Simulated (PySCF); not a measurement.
CH6GeSTe, SMILES CS[Te][GeH3]. Coordinates come from a PBE0-D3(BJ)/def2-SVP optimisation. The structure was generated by enumeration, and PubChem lists no compound with its InChIKey, so it may never have been made. The def2 effective core potentials stand for the cores of Te; spin–orbit coupling is left out. One conformer was computed; it need not be the lowest.

Computed equilibrium geometry at PBE0-D3(BJ)/def2-SVP (PySCF confirms it by a frequency run) as bond lengths and angles (one conformer of several):
Atoms: Te1 S2 C3 H4 H5 H6 Ge7 H8 H9 H10. Bonded distances (Å): Te1–S2 2.422, Te1–Ge7 2.568, S2–C3 1.814, C3–H4 1.098, C3–H5 1.101, C3–H6 1.099, Ge7–H8 1.539, Ge7–H9 1.541, Ge7–H10 1.536. Bond angles (°): S2–Te1–Ge7 92.1, Te1–S2–C3 102.5, S2–C3–H4 111.6, S2–C3–H5 105.6, S2–C3–H6 111.6, H4–C3–H5 109.0, H4–C3–H6 110.0, H5–C3–H6 108.9, Te1–Ge7–H8 108.6, Te1–Ge7–H9 108.1, Te1–Ge7–H10 109.6, H8–Ge7–H9 110.0, H8–Ge7–H10 110.1, H9–Ge7–H10 110.4.
